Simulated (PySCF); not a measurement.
`CB(C)B1C=CBC=C1`. The calculation used PySCF, PBE0-D3(BJ)/def2-SVP geometry optimisation, gas phase.

```
atom  x, y, z in Å
C1    -1.6209    1.2262    1.2263
B2    -1.4019    0.0857    0.1699
C3    -2.6398   -0.6475   -0.4724
B4     0.1539   -0.3886   -0.2945
C5     0.9443    0.4852   -1.3126
C6     2.2031    0.8206   -0.9278
B7     2.8842    0.0778    0.2636
C8     2.1561   -1.1305    0.9317
C9     0.8982   -1.4681    0.5457
H10   -0.8286    1.3049    1.9862
H11   -2.6080    1.2116    1.7151
H12   -1.5709    2.1672    0.6420
H13   -2.4796   -1.1080   -1.4586
H14   -3.5528   -0.0303   -0.4948
H15   -2.8484   -1.4806    0.2299
H16    0.4748    0.9815   -2.1721
H17    2.7430    1.5970   -1.4868
H18    3.9971    0.3958    0.6257
H19    2.6629   -1.7391    1.6931
H20    0.3971   -2.3394    0.9878
```

(1) Give the dihedral angles B7–C8–C9–H20, H18–B7–C8–H19, B4–C5–C6–H17, C3–B2–B4–C5, C1–B2–B4–C9.

(2) What is the longest distance between nuclei?

(3) Work out the bond lengths C1–B2, C1–H10, C1–H11, C1–H12, B4–C9, C6–B7, C6–H17, C8=C9 in pm.

(4) How far apart are these pairs, which share no bond: C5···H13, H11···H17, H13···H18, H14···H16, H15···H17?

(5) What is the repulsion energy of the bare nuclei, Σ ZA·ZB/RAB?

(6) What are the angles H11–C1–H12, H13–C3–H15, B2–C3–H15, B4–C9–H20?

(7) How far are the heavy atoms from their best plane (unweighted least squares)?

(8) Where is the centre of mass (commonest isotopes), and what is the radius of gyration?

(9) Write the matrix of distances between heavy atoms (Å, lower triangle).

Answers

(1) B7–C8–C9–H20 178° (antiperiplanar); H18–B7–C8–H19 -4° (synperiplanar); B4–C5–C6–H17 -167° (antiperiplanar); C3–B2–B4–C5 102° (anticlinal); C1–B2–B4–C9 87° (synclinal). Dihedral signs follow IUPAC: positive where, seen along the central bond, the front bond turns clockwise onto the rear one.

(2) H14···H18, 7.64 Å; the next longest distance is 7.11 Å.

(3) For C1–B2 the difference vector is (0.2190, -1.1405, -1.0564) Å, of length 1.5699 Å. C1–B2 157.0; C1–H10 110.1; C1–H11 110.2; C1–H12 110.9; B4–C9 155.7; C6–B7 156.0; C6–H17 109.9; C8=C9 135.8 pm.

(4) C5···H13 3.779 Å (4 bonds apart); H11···H17 6.248 Å (6 bonds apart); H13···H18 6.968 Å (7 bonds apart); H14···H16 4.479 Å (5 bonds apart); H15···H17 6.609 Å (6 bonds apart).

(5) 348.41 Eh over 190 pairs, with full nuclear charges and distances in bohr; the largest single term is 14.02 Eh (C8 with C9, or a pair equal to it).

(6) From the scalar product of the two bond vectors; for H11–C1–H12 it is -0.3487 Å² over 1.1016 × 1.1088 Å², cos θ = -0.2855. H11–C1–H12 106.6°; H13–C3–H15 106.3°; B2–C3–H15 103.8°; B4–C9–H20 123.3°.

(7) 0.712 Å rms; C1 1.63, B2 0.12, C3 0.92, B4 0.43, C5 0.64, C6 0.05, B7 0.48, C8 0.20, C9 0.39 Å (magnitudes).

(8) Mass 116.114 u; centre at (0.324, -0.087, 0.032) Å; Rg = √(Σ m r²/M) = 2.288 Å. As Ia + Ib + Ic = 2 Σ m r², the three principal moments sum to 1215.2 u·Å².

(9) 
```
C1    0.000
B2    1.570  0.000
C3    2.727  1.576  0.000
B4    2.841  1.691  2.811  0.000
C5    3.684  2.804  3.852  1.557  0.000
C6    4.408  3.839  5.081  2.462  1.358  0.000
B7    4.748  4.287  5.620  2.826  2.533  1.560  0.000
C8    4.462  3.836  5.020  2.462  3.019  2.696  1.561  0.000
C9    3.751  2.801  3.772  1.557  2.696  3.019  2.533  1.358  0.000
```

No PBE0-D3(BJ)/def2-SVP frequencies stand behind this structure, so it isn't proved a minimum. One conformer, not necessarily the lowest.

Time: 3.7 min of wall time; peak memory 0.75 GiB. Hardware: one thread, Arm Neoverse N1 (aarch64), no GPU, shared host with 64 logical CPUs at a one-minute load of 60. These figures are those of the optimisation.
